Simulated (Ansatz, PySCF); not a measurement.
System: CsI, charge 1, multiplicity 2. 
Structure (B3LYP-D3(BJ)/def2-TZVP (Ansatz, an electronic-structure program) minimum search):
```
Cs
I 1 4.0852
```
Charge +1, spin multiplicity 2.

Total electronic energies in hartree. Cores are frozen in the correlated levels unless marked. Open shells are spin-unrestricted. No spin-orbit coupling. Frozen are the shells of the preceding noble gas and the d and f shells that filled before the atom's block. The outer core of K, Ca and their heavier congeners is not correlated, a term that matters for these elements. In def2 rows, elements after Kr have scalar-relativistic effective core potentials. CBS(X,Y): correlation extrapolated as X^-3; Hartree-Fock from the larger set.

| level | program | energy (Eh) |
|---|---|---|
| HF/def2-TZVPD | PySCF | -316.39060 |
| RI-HF/def2-QZVPP | Ansatz | -316.39191 |
| PBE-D3(BJ)/def2-TZVPD | Ansatz + dftd3 | -317.67496 |
| BP86-D3(BJ)/def2-TZVPD | PySCF + dftd3 | -317.86233 |
| TPSS-D3(BJ)/def2-TZVPD | PySCF + dftd3 | -317.58209 |
| r2SCAN-D3(BJ)/def2-TZVPD | Ansatz + dftd3 | -317.81178 |
| PBE0/def2-SVP | Ansatz | -317.68807 |
| PBE0-D3(BJ)/def2-TZVP | Ansatz + dftd3 | -317.69762 |
| r2SCAN0-D4/def2-TZVPD | Ansatz + dftd4 | -317.77119 |
| CAM-B3LYP/def2-TZVPD | Ansatz | -317.66004 |
| MP2/def2-SVP | Ansatz | -316.45984 |
| MP2/CBS(def2-TZVPPD,def2-QZVPPD) | Ansatz | -316.5344 |
| SCS-MP2/def2-TZVPP | Ansatz | -316.50383 |
| CCSD/def2-QZVPPD | Ansatz | -316.54020 |
| CCSD(T)/CBS(def2-TZVPPD,def2-QZVPPD) | Ansatz | -316.5587 |

Totals of different functionals don't rank their quality; only differences between species are comparable.
